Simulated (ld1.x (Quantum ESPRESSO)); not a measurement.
# Varying the TM potential for Hg

Base potential:

* Element: mercury (Hg)
* Generator: ld1.x (Quantum ESPRESSO) 7.5
* Type: norm-conserving Troullier–Martins (Kleinman–Bylander form)
* Functional: PBEsol
* Relativity: scalar-relativistic
* Frozen core: [Xe] 4f14
* Valence charge: 12
* Reference configuration: 5d10 6s2 6p0
* Partial waves: 6s (bound): rc 1.90 bohr; 6p (bound, empty): rc 2.30 bohr; 5d (bound): rc 1.55 bohr
* Local potential: the d channel
* Core correction: Bessel-smoothed model core, default radius (core density twice the valence density)

Cutoffs, loose and tight: the cutoffs (Ry, on a coarse ladder) from which the occupation-weighted sum of valence levels, in a spherical-Bessel basis at the reference potential, stays within 10 and 1 mRy of its value at 400 Ry. They do not see the model core or the augmentation charge, which bear on the density cutoff. Test errors are all-electron minus pseudo excitation energies from the reference, over the configurations 5d10 6s1 6p0; 5d10 6s0 6p0; 5d9 6s0 6p0; 5d10 6s1.5 6p0; 5d9 6s2 6p1; 5d10 6s0 6p2; 5d10 6s0 6p1. A dash means not determined; rows that change the core or the reference have their own tests. The largest error is taken over the tests solved by every variant that gives reliable tests at all: 5d10 6s0 6p0; 5d10 6s1 6p0; 5d10 6s1.5 6p0; 5d9 6s0 6p0.

A true bound ghost makes a file unfit for plane-wave use even where its test errors are small: the radial tests pick states by their node count and pass the ghost by. Where a test does run into it, the solver fails or the error is huge.

| change | outcome | cutoff, loose | cutoff, tight | bound ghosts | largest test error (meV) |
| --- | --- | --- | --- | --- | --- |
| base | generated | 50 Ry | 80 Ry | s, p | -69 |
| all radii but the core radius scaled by about 0.76 (s 1.44, p 1.74, d 1.18 bohr) | generated | 100 Ry | 160 Ry | p, s | -149 |
| all radii but the core radius scaled by about 0.84 (s 1.60, p 1.94, d 1.30 bohr) | generated | 80 Ry | 140 Ry | s, p | -90 |
| all radii but the core radius scaled by about 0.90 (s 1.70, p 2.06, d 1.40 bohr) | generated | 50 Ry | 90 Ry | s, p | -77 |
| all radii but the core radius scaled by about 0.95 (s 1.80, p 2.18, d 1.46 bohr) | generated | 50 Ry | 90 Ry | s, p | -73 |
| all radii but the core radius scaled by about 1.10 (s 2.10, p 2.54, d 1.70 bohr) | generated | 50 Ry | 70 Ry | s, p | -64 |
| all radii but the core radius scaled by about 1.19 (s 2.26, p 2.74, d 1.84 bohr) | generated | 50 Ry | 70 Ry | s, p | -67 |
| all radii but the core radius scaled by about 1.22 (s 2.32, p 2.82, d 1.90 bohr) | generated | 50 Ry | 70 Ry | s, p | -70 |
| all radii but the core radius scaled by about 1.30 (s 2.46, p 2.98, d 2.02 bohr) | generated | 45 Ry | 70 Ry | s, p | -84 |
| all radii but the core radius scaled by about 1.39 (s 2.64, p 3.20, d 2.16 bohr) | generated | 45 Ry | 60 Ry | s, p | -127 |

Reading the sweep of the scale of all radii but the core radius (base = 1) (base included, trends over the rows without a ghost): Bound ghosts are found at 0.76, 0.84, 0.9, 0.95, 1, 1.1, 1.19, 1.22, 1.3, 1.39. Every judged row has one, so this setting neither creates nor removes them.
